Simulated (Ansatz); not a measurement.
Reaction (formal exchange of groups at a Ge–O bond): `NB(Cl)[O][GeH3]` + `[SiH3]Cl` → `Cl[SiH2][GeH3]` + `NB(O)Cl`

Isolated molecules relaxed with PBE0-D4/def2-TZVP in Ansatz; ΔE leaves out vibrations. CCSD(T)/CBS is the MP2 limit (def2-TZVPP, def2-QZVPP) plus CCSD(T) − MP2 in def2-TZVPP, frozen cores. This one scheme is used for every species. DFT in def2-TZVPP. B3LYP here is the variant with VWN-RPA as its local correlation; programs differ in this. For Ge outer-core shells are correlated without core-valence functions, which leaves a few kJ/mol of doubt a bond. Scalar relativity is left out up to krypton. Each species was taken in one conformer, which may not be the lowest.

CCSD(T)/CBS gives +1.7 kJ/mol.

(1) Another level gave +8.1 kJ/mol. Which?
A. r2SCAN0-D4/def2-TZVPP
B. B3LYP-D4/def2-TZVPP
C. CCSD/def2-TZVPP
D. PBE/def2-TZVPP

Largest T1 diagnostic among the species: 0.012.

Results:

(1) C. CCSD/def2-TZVPP 8.1, B3LYP-D4 1.9, PBE -16.7, r2SCAN0-D4 -4.1 kJ/mol.

From BLYP to BHLYP (50 % exact exchange), in def2-TZVPP and without D4, ΔE moves by +10.3 kJ/mol. At CCSD(T), def2-SVP lies +6.6 kJ/mol from the extrapolated value and def2-TZVPP +5.4 kJ/mol. In def2-TZVPP, CCSD(T) changes the Hartree–Fock value by −17.3 kJ/mol (the triples alone add −1.0 kJ/mol) and MP2 by −14.5 kJ/mol.
